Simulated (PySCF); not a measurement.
**Orbital picture of LiHg**

BP86 at R = 3.034 Å; PySCF, scalar-relativistic core potentials, basis sets Li cc-pVDZ, Hg cc-pVDZ-PP with ECP60. State: ²Σ⁺ (doublet), unpaired electrons σ ↑. Only the outer orbitals are listed, counted within each symmetry, core potentials removing the inner ones.

```json
{"spin": "α", "orbital": "3σ", "occ.": "1", "ε (eV)": "-51.75", "on Li (%)": "100", "main shells (%)": "100 Li s"}
{"spin": "α", "orbital": "4σ", "occ.": "1", "ε (eV)": "-10.28", "on Li (%)": "1", "main shells (%)": "99 Hg d"}
{"spin": "α", "orbital": "2π", "occ.": "1", "ε (eV)": "-10.23", "on Li (%)": "0", "main shells (%)": "100 Hg d"}
{"spin": "α", "orbital": "2π", "occ.": "1", "ε (eV)": "-10.23", "on Li (%)": "0", "main shells (%)": "100 Hg d"}
{"spin": "α", "orbital": "1δ", "occ.": "1", "ε (eV)": "-10.20", "on Li (%)": "0", "main shells (%)": "100 Hg d"}
{"spin": "α", "orbital": "1δ", "occ.": "1", "ε (eV)": "-10.20", "on Li (%)": "0", "main shells (%)": "100 Hg d"}
{"spin": "α", "orbital": "5σ", "occ.": "1", "ε (eV)": "-7.35", "on Li (%)": "4", "main shells (%)": "96 Hg s"}
{"spin": "α", "orbital": "6σ", "occ.": "1", "ε (eV)": "-3.21", "on Li (%)": "78", "main shells (%)": "77 Li s, 19 Hg p"}
{"spin": "α", "orbital": "3π", "occ.": "0", "ε (eV)": "-1.86", "on Li (%)": "55", "main shells (%)": "55 Li p, 45 Hg p"}
{"spin": "α", "orbital": "3π", "occ.": "0", "ε (eV)": "-1.86", "on Li (%)": "55", "main shells (%)": "55 Li p, 45 Hg p"}
{"spin": "α", "orbital": "7σ", "occ.": "0", "ε (eV)": "-1.78", "on Li (%)": "59", "main shells (%)": "48 Li p, 40 Hg p, 10 Li s"}
{"spin": "β", "orbital": "3σ", "occ.": "1", "ε (eV)": "-51.60", "on Li (%)": "100", "main shells (%)": "100 Li s"}
{"spin": "β", "orbital": "4σ", "occ.": "1", "ε (eV)": "-10.23", "on Li (%)": "1", "main shells (%)": "99 Hg d"}
{"spin": "β", "orbital": "2π", "occ.": "1", "ε (eV)": "-10.19", "on Li (%)": "0", "main shells (%)": "100 Hg d"}
{"spin": "β", "orbital": "2π", "occ.": "1", "ε (eV)": "-10.19", "on Li (%)": "0", "main shells (%)": "100 Hg d"}
{"spin": "β", "orbital": "1δ", "occ.": "1", "ε (eV)": "-10.19", "on Li (%)": "0", "main shells (%)": "100 Hg d"}
{"spin": "β", "orbital": "1δ", "occ.": "1", "ε (eV)": "-10.19", "on Li (%)": "0", "main shells (%)": "100 Hg d"}
{"spin": "β", "orbital": "5σ", "occ.": "1", "ε (eV)": "-7.21", "on Li (%)": "2", "main shells (%)": "98 Hg s"}
{"spin": "β", "orbital": "6σ", "occ.": "0", "ε (eV)": "-2.29", "on Li (%)": "58", "main shells (%)": "57 Li s, 40 Hg p"}
{"spin": "β", "orbital": "3π", "occ.": "0", "ε (eV)": "-1.50", "on Li (%)": "27", "main shells (%)": "73 Hg p, 26 Li p"}
{"spin": "β", "orbital": "3π", "occ.": "0", "ε (eV)": "-1.50", "on Li (%)": "27", "main shells (%)": "73 Hg p, 26 Li p"}
```

Problem. Which are the highest filled and the lowest empty level, where do they sit, and how wide is the gap?

Solution. Highest filled α 6σ at -3.21 eV (in %: 77 Li s, 19 Hg p); lowest empty β 6σ at -2.29 eV (in %: 57 Li s, 40 Hg p); the gap at BP86 is 0.92 eV.

* bond order (Mayer): 0.39
* ⟨S²⟩: 0.751
* charge on Li (Mulliken, basis-dependent): 0.14
* charge on Li (Löwdin, basis-dependent): -0.05
* dipole moment (positive dipole means Li(−)Hg(+)): -0.59 D

Spin–orbit coupling is left out. The state is the lowest determinant that a PBE0 search found; another state may lie lower at other levels.
